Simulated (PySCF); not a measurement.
## Polarisability and C₆ of As⁻ (arsenic, charge -1)

[Ar] 3d10 4s2 4p4, high-spin 3P determinant. Calculation: PySCF 2.14, in aug-cc-pVQZ-PP with ECP10MDF; a scalar-relativistic core potential. Coupled (time-dependent) response in atomic units; α is the mean over directions.

```
method  mean α (bohr³)         α xx, yy, zz  C₆ (like pair)  S(−4)
 wB97X           101.2  80.78, 141.9, 80.78            1348   5157
```

S(−4) is the Cauchy moment in α(ω) = α(0) + S(−4) ω² + …

Spin-orbit coupling is absent.

α(iu) at wB97X:

| u (hartree) | α(iu) (bohr³) |
| --- | --- |
| 0 | 101.2 |
| 0.0500 | 90.49 |
| 0.100 | 71.81 |
| 0.200 | 44.15 |
| 0.300 | 29.08 |
| 0.500 | 15.23 |
| 0.750 | 8.408 |
| 1.00 | 5.342 |
| 1.50 | 2.750 |
| 2.00 | 1.707 |
| 3.00 | 0.8702 |
| 5.00 | 0.3669 |

A single London oscillator, α(iu) = α/(1 + u²/ω²), gives C₆ = (3/4) ω α². Matching the computed C₆ needs ω = 4 × 1348 / (3 × 101.2²) = 0.175 hartree.

For an ion, C₆ is the dispersion term alone; charge-induced terms of lower order in 1/R come first.

The components differ because the open shell of this determinant is not spherical; for a pure term their mean is the scalar polarisability.

Energies and moments cover only the electrons outside the core potential.
